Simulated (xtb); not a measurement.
xtb input (GFN1-xTB):

```bash
xtb mol.xyz --gfn 1 --sp --chrg 0 --uhf 0
```
mol.xyz:
```
14

C      2.53677888     0.93013208     0.79791107
C      1.62706715    -0.03632604     0.93635576
N      0.40324876    -0.10277068     0.29496826
Si    -0.91867336    -1.24523111     0.32043598
N     -1.69882198    -0.20050188    -0.81769943
Si    -0.39851323     0.94549972    -0.85765723
H      2.38079041     1.77833531     0.14146243
H      3.46596359     0.88983772     1.34575927
H      1.83427080    -0.86477909     1.60826162
H     -0.57664716    -2.60450327    -0.16507987
H     -1.58639194    -1.39598574     1.63639697
H     -2.58348668    -0.24240407    -1.28545234
H      0.30170316     1.09268178    -2.15554301
H     -0.70965354     2.30312855    -0.35119035
```

End of the output:

```
         :::::::::::::::::::::::::::::::::::::::::::::::::::::
         ::                     SUMMARY                     ::
         :::::::::::::::::::::::::::::::::::::::::::::::::::::
         :: total energy             -18.720392670353 Eh    ::
         :: gradient norm              0.059553357821 Eh/a0 ::
         :: HOMO-LUMO gap              4.611897580322 eV    ::
         ::.................................................::
         :: SCC energy               -18.937424145821 Eh    ::
         :: -> electrostatic           0.033601248453 Eh    ::
         :: repulsion energy           0.223184829847 Eh    ::
         :: dispersion energy         -0.006153354379 Eh    ::
         :: halogen bond corr.         0.000000000000 Eh    ::
         :: add. restraining           0.000000000000 Eh    ::
         :: total charge              -0.000000000000 e     ::
         :::::::::::::::::::::::::::::::::::::::::::::::::::::

           -------------------------------------------------
          |                Property Printout                |
           -------------------------------------------------

    * Orbital Energies and Occupations

         #    Occupation            Energy/Eh            Energy/eV
      -------------------------------------------------------------
         1        2.0000           -0.7337589             -19.9666
       ...           ...                  ...                  ...
         5        2.0000           -0.5866513             -15.9636
         6        2.0000           -0.5569825             -15.1563
         7        2.0000           -0.5234082             -14.2427
         8        2.0000           -0.5081549             -13.8276
         9        2.0000           -0.4897239             -13.3261
        10        2.0000           -0.4819935             -13.1157
        11        2.0000           -0.4609810             -12.5439
        12        2.0000           -0.4544019             -12.3649
        13        2.0000           -0.4508263             -12.2676
        14        2.0000           -0.4477502             -12.1839
        15        2.0000           -0.4226416             -11.5007
        16        2.0000           -0.4118853             -11.2080
        17        2.0000           -0.3751680             -10.2088 (HOMO)
        18                         -0.2056839              -5.5969 (LUMO)
        19                         -0.1970701              -5.3626
        20                         -0.1770774              -4.8185
        21                         -0.1454193              -3.9571
        22                         -0.1335738              -3.6347
        23                         -0.1061381              -2.8882
        24                         -0.0769305              -2.0934
        25                         -0.0700905              -1.9073
        26                         -0.0514548              -1.4002
        27                         -0.0505011              -1.3742
        28                         -0.0478074              -1.3009
       ...                                ...                  ...
        50                          1.9214547              52.2854
      -------------------------------------------------------------
                  HL-Gap            0.1694841 Eh            4.6119 eV
             Fermi-level           -0.2904259 Eh           -7.9029 eV

  Mulliken/CM5 charges         n(s)   n(p)   n(d)
     1C    -0.16898 -0.26453   1.033  3.136  0.000
     2C     0.12908  0.14612   1.020  2.851  0.000
     3N    -0.33115 -0.50267   1.452  3.879  0.000
     4Si    0.40488  0.30773   1.149  1.631  0.816
     5N    -0.43364 -0.70719   1.437  3.996  0.000
     6Si    0.40584  0.30648   1.152  1.635  0.808
     7H     0.02824  0.08473   0.972  0.000  0.000
     8H     0.02278  0.07634   0.977  0.000  0.000
     9H     0.00850  0.07542   0.991  0.000  0.000
    10H    -0.06887  0.01672   1.069  0.000  0.000
    11H    -0.06887  0.01672   1.069  0.000  0.000
    12H     0.20556  0.40573   0.794  0.000  0.000
    13H    -0.06670  0.01921   1.067  0.000  0.000
    14H    -0.06670  0.01921   1.067  0.000  0.000

Wiberg/Mayer (AO) data.
largest (>0.10) Wiberg bond orders for each atom

 ---------------------------------------------------------------------------
     #   Z sym  total        # sym  WBO       # sym  WBO       # sym  WBO
 ---------------------------------------------------------------------------
     1   6 C    3.973 --     2 C    1.863     8 H    0.981     7 H    0.969
     2   6 C    3.971 --     1 C    1.863     3 N    1.068     9 H    0.971
     3   7 N    3.461 --     4 Si   1.107     6 Si   1.092     2 C    1.068
     4  14 Si   4.505 --     5 N    1.192     3 N    1.107    10 H    0.931
                            11 H    0.931     6 Si   0.261
     5   7 N    3.384 --     4 Si   1.192     6 Si   1.178    12 H    0.912
     6  14 Si   4.496 --     5 N    1.178     3 N    1.092    14 H    0.931
                            13 H    0.931     4 Si   0.261
     7   1 H    1.002 --     1 C    0.969
     8   1 H    1.006 --     1 C    0.981
     9   1 H    1.005 --     2 C    0.971
    10   1 H    0.992 --     4 Si   0.931
    11   1 H    0.992 --     4 Si   0.931
    12   1 H    0.956 --     5 N    0.912
    13   1 H    0.992 --     6 Si   0.931
    14   1 H    0.992 --     6 Si   0.931
 ---------------------------------------------------------------------------

Topologies differ in total number of bonds
Writing topology from bond orders to xtbtopo.mol

 dipole moment from electron density (au)
     X       Y       Z
  -0.7657  -0.2469  -0.2635  total (Debye):    2.152

           -------------------------------------------------
          | TOTAL ENERGY              -18.720392670353 Eh   |
          | GRADIENT NORM               0.059553357821 Eh/α |
          | HOMO-LUMO GAP               4.611897580322 eV   |
           -------------------------------------------------

------------------------------------------------------------------------
------------------------------------------------------------------------
 total:
 SCF:
Note: The following floating-point exceptions are signalling: IEEE_DENORMAL
normal termination of xtb
```
